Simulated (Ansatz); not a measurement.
Basis-set series for O₃W, SMILES `[O]=[W](=[O])=[O]`. Total charge 0; spin multiplicity 1. W: def2 effective core potential. All single points use the PBE0-D4/def2-TZVP geometry.

| functional | basis | functions | energy (Eh) | HOMO (eV) | LUMO (eV) |
| --- | --- | --- | --- | --- | --- |
| PBE0-D4 | def2-SVP | 74 | -292.40026 | -8.88 | -4.68 |
| PBE0-D4 | def2-QZVPP | 252 | -292.71463 | -8.95 | -4.87 |
| ωB97M-V | def2-SVP | 74 | -292.48307 | -11.19 | -2.98 |
| ωB97M-V | def2-QZVPP | 252 | -292.80430 | -11.27 | -3.17 |

Q: Give the rows for def2-TZVPP. (Estimate.)

A: Computed: 
| functional | basis | functions | energy (Eh) | HOMO (eV) | LUMO (eV) |
| --- | --- | --- | --- | --- | --- |
| PBE0-D4 | def2-TZVPP | 149 | -292.70151 | -8.91 | -4.85 |
| ωB97M-V | def2-TZVPP | 149 | -292.79202 | -11.23 | -3.14 |
